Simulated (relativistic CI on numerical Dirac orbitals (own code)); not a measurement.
Ni⁴⁺ in a cubic cluster: 3p photoemission with charge transfer

Computed with a charge-transfer multiplet model of a cubic metal-ligand cluster with up to 2 ligand holes, Slater and spin-orbit integrals from Dirac-Coulomb-Breit ions, Slater integrals scaled by 0.7. The ground state mixes d6 with configurations of k ligand holes L, whose averages lie at kΔ + k(k − 1)U_dd/2; a core hole lowers each added d electron by U_cd. 300 K, Lorentzian 0.9 eV and Gaussian 0.8 eV FWHM.

Atomic integrals in eV (Slater integrals scaled, ζ unscaled), ground: F2dd 9.934, F4dd 6.234, zeta_d 0.099; with the core hole: F2dd 10.570, F4dd 6.661, zeta_d 0.106, zeta_core 1.544, F2cd 10.871, G1cd 13.277, G3cd 8.210.

Cluster parameters (eV): Δ = -0.4, U_dd = 7.6, 10Dq = 0.95, 10Dq(ligand) = 0.1, V(eg) = 1.95, V(t2g) = -0.86, final-state hopping factor = 0.9.

| Case | n_d | d6 | d7L | d8L2 | S |
| --- | --- | --- | --- | --- | --- |
| U_cd = 9.6 eV | 6.69 | 0.38 | 0.55 | 0.07 | 0.73 |
| U_cd = 10.8 eV | 6.69 | 0.38 | 0.55 | 0.07 | 0.73 |
| U_cd = 11.4 eV | 6.69 | 0.38 | 0.55 | 0.07 | 0.73 |

Weights, n_d and S are thermal averages at 300 K. Binding energies count from the first peak over 30 % of the highest in each spectrum, which can be another peak from case to case. The parameters are a model scan and need not match a compound or its usual spin state. Peaks in eV (height, largest 100):
- U_cd = 9.6 eV: 0.0 (100), 5.8 (60), 9.3 (45), 12.3 (40), 15.0 (39), 22.4 (20), 24.6 (9), 29.2 (6)
- U_cd = 10.8 eV: 0.0 (100), 5.7 (70), 9.1 (55), 13.2 (44), 15.4 (50), 19.6 (31), 22.9 (30), 28.8 (7), 31.2 (8), 35.0 (6), 36.1 (6)
- U_cd = 11.4 eV: 0.0 (100), 5.5 (74), 8.9 (64), 14.0 (50), 15.7 (50), 20.7 (36), 23.3 (37), 25.5 (13), 29.9 (8), 32.2 (9), 36.1 (7), 37.2 (7)

For the case U_cd = 9.6 eV, Δ = -0.4 eV is smaller than U_dd = 7.6 eV, the charge-transfer side of the Zaanen-Sawatzky-Allen scheme (negative Δ: between configuration averages a ligand hole costs less than the nominal valence; multiplet and field energies can change this for the lowest states). With the core hole the configuration with one ligand hole lies at Δ − U_cd = -10.0, -11.2, -11.8 eV from the one without, in the order of the table; where this is negative the screened configuration lies lower.

With at most 2 ligand holes the space is cut while the next configuration still counts, so covalency is underestimated, and a final configuration with one more ligand hole, which can lie low, is missing from the spectra.
